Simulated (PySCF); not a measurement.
C$_{3}$H$_{8}$NO, charge +1, singlet, geometry from GFN2-xTB. Base run: HF/3-21G (PySCF).

Input for PySCF:
```python
from pyscf import gto, scf

mol = gto.Mole()
mol.atom = '''
    C    -0.455931    1.590214   -0.292426
    N    -0.245115    0.316389    0.429280
    C    -1.302593   -0.671316    0.137680
    C     1.132892   -0.230585    0.084814
    O     1.255854   -1.291256   -0.387020
    H    -0.438997    1.407699   -1.366189
    H     0.320743    2.311034   -0.041546
    H    -1.423107    2.013531   -0.025984
    H    -0.248979    0.515467    1.438856
    H    -1.312236   -0.891967   -0.928672
    H    -1.111472   -1.596974    0.678349
    H    -2.272885   -0.277832    0.431594
    H     1.909705    0.504490    0.324391
'''
mol.basis = '3-21g'
mol.charge = 1
mol.spin = 0
mol.verbose = 4
mol.build()

mf = scf.RHF(mol)
mf.kernel()
mo_i, mo_e, stable_i, stable_e = mf.stability(internal=True, external=True, return_status=True, nroots=6, tol=1e-6)
print('internally stable:', stable_i, ' externally stable:', stable_e)
if not stable_e:
    umf = mf.to_uhf() if not hasattr(mf, 'xc') else mf.to_uks()
    umf.scf_summary = {}
    umf.kernel(umf.make_rdm1(mo_e, umf.mo_occ))
```

The bond that is stretched is that between atoms 6 and 1. A test that says stable can miss a lower solution.

Each row names what was changed in the base input (with any setting that the change needs).

| change | ΔE vs base (kcal/mol) | <S^2> | E after following the instability (Eh) | <S^2> there | HOMO-LUMO gap (eV) | stability test says |
|---|---|---|---|---|---|---|
| base | 0.000 | 0.000 | - | - | 16.66 | stable |
| bond × 1.25 | 20.75 | 0.000 | - | - | 16.65 | stable |
| bond × 1.5 | 54.69 | 0.000 | - | - | 16.13 | stable |
| bond × 1.8 | 95.1 | 0.000 | -245.81681 | 0.61 | 13.18 | external instability |
| bond × 2.2 | 140.3 | 0.000 | -245.80000 | 0.90 | 9.86 | external instability |
| bond × 3.0 | 199.6 | 0.000 | -245.79459 | 1.00 | 5.92 | external instability |

Where a bond breaks into two radicals, a solution with restricted orbitals usually stops being the lowest and lies too high; an unrestricted one lies lower at the price of spin contamination, which <S^2> shows.
